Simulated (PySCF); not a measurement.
## `C[C@@H](F)[SiH2]N(C)C` in a uniform electric field

Species: C4H12FNSi.
SMILES with atom numbers: `[CH3:1][C@@H:2]([F:3])[SiH2:4][N:5]([CH3:6])[CH3:7]` (hydrogens: H8, H9, H10 on C1; H11 on C2; H12, H13 on Si4; H14, H15, H16 on C6; H17, H18, H19 on C7)

Structure used (GFN2-xTB), in Å, numbered top down from 1:
```xyz
19
C4H12FNSi angstrom
C      2.248    0.638   -0.566
C      1.828   -0.484    0.366
F      1.808    0.006    1.674
Si     0.129   -1.279   -0.048
N     -1.030   -0.027   -0.231
C     -2.255   -0.263   -0.956
C     -1.164    1.060    0.715
H      3.196    1.070   -0.246
H      1.496    1.422   -0.581
H      2.362    0.241   -1.571
H      2.601   -1.260    0.380
H     -0.128   -2.284    0.998
H      0.240   -1.915   -1.364
H     -2.101   -1.043   -1.695
H     -2.564    0.653   -1.466
H     -3.067   -0.573   -0.288
H     -1.971    0.868    1.431
H     -0.242    1.193    1.272
H     -1.395    1.987    0.182
```

Level: PBE0/def2-SVPD (PySCF); nuclei fixed, core orbitals frozen in the response. Permanent dipole (-0.613, 0.071, -1.475) D (1 au = 2.5417 D). Static polarisability (au):

```
x   93.39 -0.49  2.06
y   -0.49 84.08  1.16
z    2.06  1.16 78.01
```

Only the terms in μ and α are kept: μ(F) = μ + αF and ΔE = −μ·F − ½ F·αF.

(1) A field of 0.003 au (0.154 V/Å) is applied along each axis in both senses. Find the induced dipole, the size of the total dipole and the two energy terms.

(2) For the field (-0.0018, -0.0027, 0.0015) au, what is the induced dipole, and what angle does it make with the field?

(3) At what field along the permanent dipole would the induced dipole along it equal the permanent one, in this linear picture?

(4) What field makes μF equal to kT at 200 K?

(5) A unit point charge sits 10 Å away. Estimate the induction energy −αe²/2R⁴ with the mean polarisability, treating the molecule as a point.

Answers

(1) 
```csv
field along,induced x (D),induced y (D),induced z (D),total size (D),−μ·F (kJ/mol),−½F·αF (kJ/mol)
+x,0.712,-0.004,0.016,1.464,+1.900,-1.103
−x,-0.712,0.004,-0.016,1.996,-1.900,-1.103
+y,-0.004,0.641,0.009,1.743,-0.220,-0.993
−y,0.004,-0.641,-0.009,1.702,+0.220,-0.993
+z,0.016,0.009,0.595,1.067,+4.571,-0.922
−z,-0.016,-0.009,-0.595,2.164,-4.571,-0.922
```

(2) αF = (-0.416, -0.570, 0.280) D, at 3.9° to the field. The polarisability along this direction, F·αF/F², is 83.39 au, against a mean of 85.16 au.

(3) The polarisability along the dipole is 81.66 au, so F = 0.6291 au / 81.66 au = 0.0077 au = 0.40 V/Å; higher-order terms are ignored.

(4) kT = 0.6334 × 10⁻³ Eh, so F = 0.00101 au = 5.18 MV/cm.

(5) R = 18.90 bohr, so the energy is −85.2/(2 × 18.90⁴) Eh = -0.877 kJ/mol. The charge–dipole term at its most favourable orientation, −μe/R², is -4.62 kJ/mol.

Isolated species at its GFN2-xTB geometry (one conformer only).
